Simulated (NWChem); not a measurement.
# TiOClF; SMILES [O]=[Ti]([F])[Cl]

```xyz
4

Ti     0.0370    -0.3407     0.0024
O      1.4400    -0.9882    -0.3011
F     -1.3035    -1.4682    -0.1874
Cl    -0.0578     1.8852     0.0332
```
Atoms are numbered in this order, from 1.

Level: PBE0/def2-SVP (NWChem), optimised geometry, unscaled harmonic frequencies. 

```
frequency (cm⁻¹)  IR intensity (km/mol)
----------------  ---------------------
45                                 92.0
155                                 9.3
253                                 1.0
459                                62.7
789                               202.5
1161                              232.2
```

```json
{
 "zero_point_energy": "4.1 kcal/mol",
 "thermal correction to the enthalpy at 298.15 K (with zero-point energy)": "7.9 kcal/mol",
 "heat capacity Cv": "13.8 cal/(mol K)",
 "entropy at 298.15 K and 1 atm (symmetry number 1)": "77.0 cal/(mol K)",
 "dipole_moment": "1.53 D"
}
```

Rigid rotor and harmonic oscillator; modes under 100 cm⁻¹ make the entropy uncertain.
